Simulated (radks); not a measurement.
Numerical settings for the arsenic ion As+, [Ar] 3d10 4s2 4p2. All-electron calculation, scalar-relativistic Kohn-Sham, LDA (Slater exchange, Perdew-Wang correlation), spin-polarised, spherical densities, point nucleus; open shells are filled with parallel spins first. Program: a radial shooting solver on a logarithmic mesh with Libxc functionals. The defaults (mesh step 0.008 in ln r, mesh end at 40 bohr or more with all orbitals vanishing there, Anderson mixing 0.5 over 9 steps, residual threshold near 1e-9 with the energy settled to 1e-9 hartree or 1e-11 of itself, here a cap of 52 iterations) give E = -2257.4395 hartree and 4p at -14.150 eV in 16 iterations. Run on one thread of a shared host, so times are rough (Arm Neoverse N1): 0.25 s of CPU time, 0.25 s wall, 16 iterations on 2546 mesh points. Changes against that run (0 stands for a change within the tolerance of the run):

| setting | iterations | converged | E (mhartree) | e(4p) (meV) | CPU (s) |
|---|---|---|---|---|---|
| mesh step in ln r 0.12 | 2 | no | diverged | - | 0.03 |
| mesh step in ln r 0.012 | 16 | yes | 0 | 0 | 0.17 |
| mesh step in ln r 0.03 | 16 | yes | +0.000286 | 0 | 0.08 |
| mesh end (bohr) 1 | 13 | level above zero | +1.18e+05 | +6.54e+05 | 0.15 |
| mesh end (bohr) 2 | 14 | level above zero | +6.78e+03 | +6.44e+04 | 0.17 |
| residual threshold 0.01 | 10 | yes | 0 | -0.0756 | 0.18 |
| residual threshold 0.001 | 10 | yes | 0 | -0.0756 | 0.18 |
| mixing 0.05 | 22 | yes | 0 | 0 | 0.33 |
| linear mixing, mixing 0.8 | 52 | no | +0.168 | +21.4 | 0.79 |
| linear mixing, mixing 1 | 52 | no | +1.41e+05 | +1.13e+04 | 1.7 |
| mixing history 2 | 20 | yes | 0 | 0 | 0.28 |
| iteration cap 5 | 5 | no | +6.7 | +383 | 0.09 |

Settled on a wrong energy, with an occupied level pushed above zero by the early mesh end: mesh end (bohr) 1 (+118 hartree); mesh end (bohr) 2 (+6.78 hartree). Apart from these: no run marked as converged misses the energy by more than 1 mhartree. A mesh that ends early acts as a hard wall.
